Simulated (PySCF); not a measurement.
A structure optimised at PBE0-D3(BJ)/def2-TZVP, used in a PySCF frequency run:

```xyz
4

Bi    -0.0236    -0.4531     0.0000
H      1.7668    -0.6229     0.0000
Cl     0.0056     1.1244     1.8551
Cl     0.0056     1.1244    -1.8551
```

Q: Write its SMILES, formula and point group.

A: [Cl][BiH][Cl], BiCl2H, Cs

Q: What are its rotational constants (standard atomic weights)?

A: 3.7353, 2.0443, 1.3439 GHz
